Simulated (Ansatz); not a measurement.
The Ga1–I4 bond of GaH2I (SMILES [GaH2][I]) is stretched (multiplicity 1, the rest rigid).
Geometry at rest (charge 0, multiplicity 1):
```xyz
4

Ga    -0.8210    -1.2760     0.2151
H     -0.2706    -2.2651     1.2873
H     -2.0992    -1.4179    -0.6664
I      0.5249     0.8158    -0.1375
```

Frozen-core correlation. Filled d and f shells under p-block atoms count as core.

Codes used: Ansatz (Gaussian orbitals).  In def2 rows elements past Kr take small-core potentials, without spin–orbit coupling.

FIC-MRCISD+Q on CASSCF(6,4)/def2-TZVPP, total energies (hartree):

```csv
R (Å),CASSCF,MRCISD,weight c² of the reference
2.512,-2221.128220,-2221.346009,0.89917
4.396,-2221.025312,-2221.232345,0.89957
8.039,-2221.012108,-2221.216079,0.90160
```

Task: Add the Davidson correction (E_MRCISD − E_CASSCF)(1 − c²)/c² and give the energies above the first point at the three levels.

Result: 
Corrections (hartree): -0.024422, -0.023114, -0.022261. Above the first point (kcal/mol):
- R = 4.396 Å: CASSCF 64.6, MRCISD 71.3, with the correction 72.1
- R = 8.039 Å: CASSCF 72.9, MRCISD 81.5, with the correction 82.9

Doubts at one or more of the structures used: active orbitals that take no part (FIC-MRCISD+Q on CASSCF(6,4)/def2-TZVPP).

Ansatz is a first-principles code.
